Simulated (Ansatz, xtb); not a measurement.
**Relative energy of two conformers of C2H3BF2**

Structure X: `FB/C=C/F`, a singlet. Structure Y: `FB/C=C/F`, a singlet. Both are isolated molecules in the gas phase, relaxed with PBE-D3(BJ)/def2-SVP.

X (Å):

```xyz
8

C     0.6023    0.3559   -0.4149
C     0.0684    0.1865    0.8132
B     0.2609    1.6049   -1.2561
F     0.3241   -0.8691    1.5870
F    -0.5756    2.5326   -0.7617
H     1.2845   -0.4259   -0.7880
H    -0.6266    0.8959    1.2975
H     0.7130    1.8096   -2.3694
```

Y (Å):

```xyz
8

C    -1.4653   -0.4380    0.2985
C    -1.3966   -1.0507   -0.9023
B    -0.7629    0.9204    0.4669
F    -0.8051    1.5635    1.6399
F    -1.9650   -2.2273   -1.1650
H    -0.1502    1.4575   -0.4434
H    -2.0232   -0.9389    1.1079
H    -0.8663   -0.6422   -1.7820
```

Q: Estimate E(Y) − E(X) at the level CCSD(T)/def2-SVP + ΔMP2/def2-TZVPP.

A: Not settled: CCSD(T)/def2-SVP + ΔMP2/def2-TZVPP gives E(Y) − E(X) = −0.050 eV, but this leans on the basis-set step: CCSD(T) alone gives −0.035 eV.

The same difference at several levels:

| level | geometry | E(Y) − E(X) (eV) | departure from the last row (eV) | job, with rough time for the two |
| --- | --- | --- | --- | --- |
| PBE-D3(BJ)/def2-SVP | PBE-D3(BJ)/def2-SVP | −0.047 | +0.003 | optimisation, 26 s |
| HF/def2-SVP | PBE-D3(BJ)/def2-SVP | −0.026 | +0.024 | part of the CCSD(T) run |
| MP2/def2-SVP | PBE-D3(BJ)/def2-SVP | −0.040 | +0.010 | part of the CCSD(T) run |
| CCSD(T)/def2-SVP | PBE-D3(BJ)/def2-SVP | −0.035 | +0.015 | single point |
| CCSD(T)/def2-SVP + ΔMP2/def2-TZVPP | PBE-D3(BJ)/def2-SVP | −0.050 |  | single point, 29 s |

The largest departure from CCSD(T)/def2-SVP + ΔMP2/def2-TZVPP is that of HF/def2-SVP, 0.024 eV. Levels run at GFN2-xTB geometries aren't shown. The last row adds to CCSD(T) the change of the MP2 difference between the two basis sets, here −0.015 eV.

With harmonic frequencies from PBE-D3(BJ)/def2-SVP (ideal gas, rigid rotor, one conformer each, 400 K, 1 atm): the zero-point term adds −0.001 eV; ΔH is −0.051 and ΔG −0.047 eV.

The correlated steps freeze 5 core orbitals. Codes used: Ansatz 0.2.0; the last row on 1 thread of Arm Neoverse V1 on a shared host.
